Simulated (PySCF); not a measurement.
BI₂, SMILES I[B+]I, charge +1.

Geometry: B3LYP-D3(BJ)/def2-TZVP. The def2 effective core potentials stand for the cores of I; spin–orbit coupling is left out.

These are PySCF with B3LYP-D3(BJ)/def2-TZVP values and carry that method's errors.

Frequencies are harmonic and unscaled.

Modes within 1.5 cm⁻¹ of each other (mostly degenerate sets) share a row, with their intensities summed.

```tsv
mode	ν (cm⁻¹)	IR (km/mol)	moving atoms (share of kinetic energy)
1	228	0.0	I 100 %
2–3	230	0.8	B 96 %
4	1088	478.8	B 96 %
```
